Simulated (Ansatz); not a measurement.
Two isomers of C2H6ClNSi: A = `C=CN[SiH2]Cl`, B = `CN(C)[Si]Cl`.

Gas-phase electronic energies from Ansatz, PBE0-D4/def2-TZVP geometries. CCSD(T)/CBS adds triple-zeta CCSD(T) − MP2 to the extrapolated MP2 energy (def2 sets, frozen cores). Functionals use def2-TZVPP. B3LYP here is the variant with VWN-RPA as its local correlation; programs differ in this. Each species was taken in one conformer, which may not be the lowest.

Which is lower in electronic energy at CCSD(T)/CBS, and by how much? (An estimate is asked.)

Computed: A, by 8.5 kcal/mol.

Give E(B) − E(A) in kcal/mol with B3LYP, PBE-D4, CCSD/def2-TZVPP, ωB97M-V, HF/def2-TZVPP, B3LYP-D4, BLYP-D4. (Best estimate.)

Ansatz gave: B3LYP 9.1, PBE-D4 5.1, CCSD/def2-TZVPP 8.3, ωB97M-V 6.4, HF/def2-TZVPP 15.9, B3LYP-D4 7.8, BLYP-D4 6.2. None reverses the order clearly.

Does the order hold for the free energy at 298.15 K (harmonic terms from PBE0-D4)? (Best estimate.)

The calculation gave: Yes: G(B) − G(A) = +12.6 kcal/mol, for one conformer each.

Largest T1 diagnostic: 0.013.

From PBE to PBE0 (25 % exact exchange), in def2-TZVPP and without D4, E(B) − E(A) moves by +1.7 kcal/mol. In def2-TZVPP, CCSD(T) changes the Hartree–Fock value by −8.4 kcal/mol (the triples alone add −0.8 kcal/mol) and MP2 by −7.4 kcal/mol.
